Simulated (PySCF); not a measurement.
PBE on W- (tungsten, charge -1), [Xe] 4f14 5d5 6s2, high-spin 6S determinant. Calculation: PySCF 2.14, in x2c-TZVPPall with one added diffuse shell each of s, p, d, f type (12s8p8d4f1g, 113 functions); scalar relativity by spin-free X2C-1e.

```
cycle= 1 E= -16143.5286975472  delta_E= -0.0513  |g|= 0.362  |ddm|= 1.35
cycle= 2 E= -16143.5156214573  delta_E= 0.0131  |g|= 0.472  |ddm|= 0.376
cycle= 3 E= -16143.5352158571  delta_E= -0.0196  |g|= 0.0926  |ddm|= 0.341
cycle= 4 E= -16143.5414250784  delta_E= -0.00621  |g|= 0.00559  |ddm|= 0.174
cycle= 5 E= -16143.5414504856  delta_E= -2.54e-05  |g|= 0.00061  |ddm|= 0.0213
cycle= 6 E= -16143.5414506883  delta_E= -2.03e-07  |g|= 8.47e-05  |ddm|= 0.00333
cycle= 7 E= -16143.5414506964  delta_E= -8.08e-09  |g|= 2.74e-05  |ddm|= 0.000349
cycle= 8 E= -16143.5414506972  delta_E= -8.4e-10  |g|= 1.1e-06  |ddm|= 9.56e-05
converged SCF energy = -16143.5414506972  <S^2> = 8.8060266  2S+1 = 6.0186466
```

Highest occupied orbital energy: 1.377 eV; ⟨L²⟩ = 0.00; populations by l: s 12.00, p 24.00, d 25.00, f 14.00.

Problem. Can this result be used?

Solution. With care. The run converged. Spin-orbit coupling, which splits the p, d and f shells strongly at this Z, is absent. At PBE the highest occupied level has a positive energy, so only the finite basis holds that electron; in a semilocal or global hybrid functional this comes from self-interaction and does not mean that the real anion is unbound.
